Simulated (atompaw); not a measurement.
Building the PAW (atompaw) potential for Ho (PBE, scalar-relativistic).

| Property | Result |
| --- | --- |
| Element | Ho |
| Generator | atompaw 4.2.0.5 |
| Type | PAW |
| Functional | PBE |
| Relativity | scalar-relativistic |
| Frozen core | [Kr] 4d10 |
| Valence charge | 21 |
| Reference configuration | 4f11 5s2 5p6 5d0 6s1 6p1 |
| Partial waves | 5s (bound): rc 1.80 bohr; 6s (bound): rc 2.05 bohr; 5p (bound): rc 2.60 bohr; 6p (bound): rc 2.30 bohr; 5d (bound, empty): rc 2.60 bohr; 5d channel at 2.7 Ry: rc 2.60 bohr; 4f (bound): rc 0.85 bohr; 4f channel at 0.1 Ry: rc 0.85 bohr |
| Local potential | bessel scheme, radius 2.40 bohr |
| Core correction | smooth core density matched at 1.30 bohr |
| Augmentation charge | gaussian compensation charge, radius 1.95 bohr; PAW radius 2.60 bohr; waves and projectors: custom rrkj gramschmidtortho |

All-electron outer shells of the reference configuration (PBE, scalar-relativistic, ld1.x):

```tsv
shell	level (eV)	outermost node (bohr)	outermost maximum (bohr)
4p	-304.45	0.27	0.51
4d	-160.61	0.25	0.53
5s	-51.90	0.61	1.14
5p	-27.37	0.66	1.29
6s	-4.61	1.54	3.35
4f	-4.61	–	0.53
5d	-2.09	0.75	2.03
6p	-1.79	1.88	4.63
```

Question: Estimate the cutoffs (Ry, on a coarse ladder) from which the occupation-weighted sum of valence levels, in a spherical-Bessel basis at the reference potential, stays within 10 and 1 mRy of its value at 400 Ry.

Answer: 300 Ry and over 300 Ry.

Question: What does a ghost test show?

Answer: No extra level below or beside the all-electron valence levels (s, p, d, f tested).

Question: Is the overlap operator S = 1 + Σ q|β⟩⟨β| positive definite (Bessel basis up to 400 Ry)?

Answer: Yes: its lowest eigenvalue is 0.06 (p channel).

Question: Which valence shell sets the plane-wave cutoff?

Answer: 4f: its level needs 300 Ry to come within 1 mRy, against 21 Ry for 6s.
